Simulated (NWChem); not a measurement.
Atomisation of H$_{2}$

```xyz
2

H      0.0000     0.0000     0.3842
H      0.0000     0.0000    -0.3842
```
Charge 0, spin multiplicity 1.

All runs are NWChem calculations. Structure: optimised with PBE/def2-SVP, a minimum by its harmonic frequencies.

Basis set: def2-QZVP. The atomisation energy is electronic alone: no zero-point, thermal, spin-orbit or counterpoise terms. No value is extrapolated to the basis-set limit. Free atoms are single determinants with multiplicities H 2.

B3LYP has NWChem's definition, with VWN1-RPA local correlation. The structure started from a generated list of species. No SCF solution was tested for a lower state.

Question: Order these methods by the atomisation energy they give, lowest first: HF, LDA (SVWN5), PBE0, B3LYP, BP86.

Answer: HF (83.3 kcal/mol), PBE0 (104.2 kcal/mol), B3LYP (110.1 kcal/mol), BP86 (111.5 kcal/mol), LDA (SVWN5) (113.3 kcal/mol)
